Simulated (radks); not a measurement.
Results of a calculation; reference values are marked as such.
Rh4+, 41 electrons, occupied as [Ar] 3d10 4s2 4d(up 3, down 3) 4p(up 3, down 2) (spins set by hand, not the high-spin state). Level of theory: scalar-relativistic Kohn-Sham, r2SCAN, spin-polarised, spherical densities, finite nucleus; meta-GGA in the generalised Kohn-Sham scheme; Fermi nuclear charge, rms radius 4.4945 fm (a radial shooting solver on a logarithmic mesh with Libxc functionals).

Radial electron density D(r) = 4 pi r^2 rho(r):

r (bohr)  D(r) (e/bohr)  spin D(r)
0.00189           3.268  0.0000279
0.002442          5.044  0.0000471
0.003179          7.771  0.0000833
0.00414           11.73   0.000154
0.00539           17.26   0.000302
0.007019          24.55   0.000626
0.00914           33.43    0.00136
0.01181           42.74    0.00296
0.01537           51.37    0.00662
0.02002           56.64     0.0145
0.02607           56.74     0.0301
0.03394           52.53     0.0578
0.0442            48.93     0.0990
0.05709           52.14      0.142
0.07434           63.04      0.161
0.0968            71.72      0.117
0.126             66.34     0.0303
0.1641            51.69     0.0260
0.2137            47.23      0.212
0.2761            55.05      0.391
0.3595            52.80      0.235
0.4681            32.63    -0.0130
0.6095            16.28      0.362
0.7936            14.39       1.16
1.025             14.25       1.28
1.335             9.066      0.660
1.738             3.568      0.142
2.263            0.8792   -0.00252
2.947            0.1245   -0.00528
3.838          0.008179  -0.000619

D(r) has 4 maxima, at r = 0.0229, 0.102, 0.309, 0.909 bohr, and minima at 0.0456, 0.200, 0.721 bohr, inside which lie 2.02, 11.16, 29.15 electrons.
